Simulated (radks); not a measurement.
Isoelectronic series with 10 electrons, each ion in its NIST ground configuration. All-electron calculation, Dirac Kohn-Sham, PBE, spin-unpolarised, spherical densities, point nucleus. Program: a radial shooting solver on a logarithmic mesh with Libxc functionals. Total energies (hartree) and mean radii <r> (bohr):

| ion | configuration | E (hartree) | 2p3/2 | 2p1/2 | 2s1/2 |
|---|---|---|---|---|---|
| Ne | [Ne] | -129.01350 | 0.9826 | 0.9795 | 0.8969 |
| Mg2+ | [Ne] | -199.43527 | 0.6845 | 0.6823 | 0.6949 |
| Si4+ | [Ne] | -286.05729 | 0.5319 | 0.5297 | 0.5641 |
| S6+ | [Ne] | -388.89484 | 0.4363 | 0.4341 | 0.4742 |
| Ar8+ | [Ne] | -507.99598 | 0.3703 | 0.3681 | 0.4087 |
| Ca10+ | [Ne] | -643.42589 | 0.3219 | 0.3195 | 0.3589 |
| Ti12+ | [Ne] | -795.26284 | 0.2847 | 0.2822 | 0.3198 |
| Cr14+ | [Ne] | -963.59691 | 0.2553 | 0.2526 | 0.2883 |
| Fe16+ | [Ne] | -1148.52966 | 0.2314 | 0.2285 | 0.2622 |
| Ni18+ | [Ne] | -1350.17409 | 0.2116 | 0.2085 | 0.2404 |
| Zn20+ | [Ne] | -1568.65484 | 0.1949 | 0.1917 | 0.2218 |
| Ge22+ | [Ne] | -1804.10858 | 0.1806 | 0.1772 | 0.2058 |
| Se24+ | [Ne] | -2056.68442 | 0.1683 | 0.1647 | 0.1919 |
| Kr26+ | [Ne] | -2326.54439 | 0.1575 | 0.1538 | 0.1796 |
| Sr28+ | [Ne] | -2613.86408 | 0.1480 | 0.1441 | 0.1687 |
| Zr30+ | [Ne] | -2918.83328 | 0.1396 | 0.1355 | 0.1590 |
| Mo32+ | [Ne] | -3241.65672 | 0.1321 | 0.1278 | 0.1503 |
| Ru34+ | [Ne] | -3582.55491 | 0.1253 | 0.1208 | 0.1424 |
| Pd36+ | [Ne] | -3941.76504 | 0.1192 | 0.1145 | 0.1352 |
| Cd38+ | [Ne] | -4319.54206 | 0.1136 | 0.1087 | 0.1286 |
| Sn40+ | [Ne] | -4716.15976 | 0.1085 | 0.1035 | 0.1226 |
